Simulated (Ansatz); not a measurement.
Two members of one family ([LnF6]3-), computed with Ansatz in the gas phase; def2 core potentials for Sm, Yb, no spin–orbit coupling. The two geometries come from different levels. HOMO and LUMO are taken over both spins. With an open 4f shell the SCF may have ended above the lowest state. Levels of anions in sets without diffuse functions are rough. The structures are stationary points that may keep the symmetry of their start. Remarks come from the PBE and PBE0 runs and from stability tests at other levels; not every state was tested. A HOMO above zero means that the electron is unbound at that level and held by the basis, or that self-interaction error raises the level; the energy of removing that electron tells which.

First: [SmF6]3- (sextet, charge -3, PBE0-D4/def2-SVP geometry).

```tsv
atom	x (Å)	y (Å)	z (Å)
Sm1	0.001	0.000	0.000
F2	0.288	2.220	-0.373
F3	-0.288	-2.219	0.373
F4	-0.448	-0.318	-2.201
F5	0.446	0.318	2.201
F6	-2.225	0.354	0.399
F7	2.226	-0.355	-0.398
```

```
                level  HOMO (eV)  LUMO (eV)  gap (eV)
LDA (SPW92)/def2-TZVP       8.43       8.71      0.28
      PBE-D4/def2-SVP       9.15       9.92      0.77
     PBE-D4/def2-TZVP       8.44       9.23      0.79
  r2SCAN-D4/def2-TZVP       8.32      10.06      1.73
    ωB97X-V/def2-TZVP       2.40      11.63      9.23
```

Metal–donor distances: 6 × F 2.27 to 2.29 Å. Remarks: HOMO above zero at PBE or PBE0.

Second: [YbF6]3- (doublet, charge -3, B3LYP-D4/def2-SVP geometry).

```xyz
7

Yb    0.000    0.000    0.000
F    -1.028    0.619   -1.820
F     1.029   -0.619    1.820
F    -0.778    1.744    1.051
F     0.778   -1.745   -1.051
F     1.770    1.125   -0.597
F    -1.770   -1.124    0.597
```

**Question.** What does the change do? Estimate second minus first.

**Answer.** 
```
                level  Δ HOMO (eV)  Δ LUMO (eV)  Δ gap (eV)
LDA (SPW92)/def2-TZVP        -0.57        -0.84       -0.27
      PBE-D4/def2-SVP        -0.74        -1.06       -0.32
     PBE-D4/def2-TZVP        -0.59        -0.90       -0.32
  r2SCAN-D4/def2-TZVP        -0.24        -0.33       -0.09
    ωB97X-V/def2-TZVP        -0.04         0.27        0.31
```

Metal–donor distances: 6 × F 2.18 Å. Remarks: HOMO above zero at PBE or PBE0.
